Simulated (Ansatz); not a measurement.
Reaction (redistribution): `O[SiH2]BO[SiH3]` + `O[SiH](O)CCl` → `[SiH3]OBCl` + `O[SiH2]C[SiH](O)O`

Gas-phase electronic energies from Ansatz, PBE0-D4/def2-TZVP geometries. CCSD(T)/CBS is the MP2 limit (def2-TZVPP, def2-QZVPP) plus CCSD(T) − MP2 in def2-TZVPP, frozen cores. This one scheme is used for every species. DFT in def2-TZVPP. B3LYP here is the variant with VWN-RPA as its local correlation; programs differ in this. Each species was taken in one conformer, which may not be the lowest.

**Question.** Is it downhill or uphill in electronic energy at CCSD(T)/CBS, and by how much? (Best estimate.)

**Answer.** The calculation gave: Downhill: ΔE = -2.38 eV.

**Question.** What do these levels give: PBE0-D4, ωB97X-V, B2PLYP, PBE, B3LYP, HF/def2-TZVPP, MP2/def2-TZVPP, CCSD/def2-TZVPP, MP2/def2-QZVPP, SCS-MP2/def2-QZVPP, MP2/CBS(def2), CCSD/CBS(def2)? (Best estimate.)

**Answer.** The calculation gave: PBE0-D4 -2.36, ωB97X-V -2.35, B2PLYP -2.36, PBE -2.25, B3LYP -2.26, HF/def2-TZVPP -2.29, MP2/def2-TZVPP -2.53, CCSD/def2-TZVPP -2.37, MP2/def2-QZVPP -2.52, SCS-MP2/def2-QZVPP -2.40, MP2/CBS(def2) -2.51, CCSD/CBS(def2) -2.36 eV.

Largest T1 diagnostic among the species: 0.013.

The D4 term adds −0.08 eV with B3LYP and −0.04 eV with PBE0; it sums over pairs of atoms, weighted by their polarisabilities, and B3LYP, whose exchange is more repulsive, gets the larger term. In def2-TZVPP, CCSD(T) changes the Hartree–Fock value by −0.11 eV (the triples alone add −0.02 eV) and MP2 by −0.24 eV. From PBE to PBE0 (25 % exact exchange), in def2-TZVPP and without D4, ΔE moves by −0.07 eV.
